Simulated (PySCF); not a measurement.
A structure optimised at B3LYP-D3(BJ)/def2-TZVP, used in a PySCF frequency run:

```xyz
4

Mg    -0.0031     0.0325     0.0000
Br     0.0007     2.3691     0.0000
Se    -0.0417    -2.3799     0.0000
H      1.4330    -2.3926     0.0000
```
Charge 0, spin multiplicity 1.

### Question
Write its SMILES, formula and point group.

### Answer
[SeH][Mg][Br], BrHMgSe, Cs

### Question
What are its rotational constants (standard atomic weights)?

### Answer
233.32, 0.56055, 0.55921 GHz
